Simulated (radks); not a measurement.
Q: Coherent X-ray form factor from a spherical all-electron density. All-electron calculation, scalar-relativistic Kohn-Sham, SCAN, spin-polarised, spherical densities, finite nucleus; meta-GGA in the generalised Kohn-Sham scheme; Fermi nuclear charge, rms radius of each element as measured or else 0.836 A^(1/3) + 0.57 fm. Program: a radial shooting solver on a logarithmic mesh with Libxc functionals.

| sin(theta)/lambda (1/angstrom) | f0 (electrons) |
|---|---|
| 0.05 | 16.640 |
| 0.1 | 15.658 |
| 0.15 | 14.293 |
| 0.2 | 12.816 |
| 0.25 | 11.436 |
| 0.3 | 10.265 |
| 0.4 | 8.603 |
| 0.5 | 7.588 |
| 0.6 | 6.868 |
| 0.8 | 5.628 |
| 1 | 4.454 |
| 1.25 | 3.250 |
| 1.5 | 2.429 |
| 2 | 1.616 |

The species is in the configuration that NIST lists as its ground one. Which atom or ion scatters so?

A: The argon ion Ar+, [Ne] 3s2 3p(up 2.75, down 2.25). Extrapolating in s^2 from the first two rows gives f0(0) = 17.0, near the electron count 17; among species with that count, the fall with angle is slower the higher Z, and the table is that of Z = 18; from so few rows the species is fixed only to a neighbour or two.
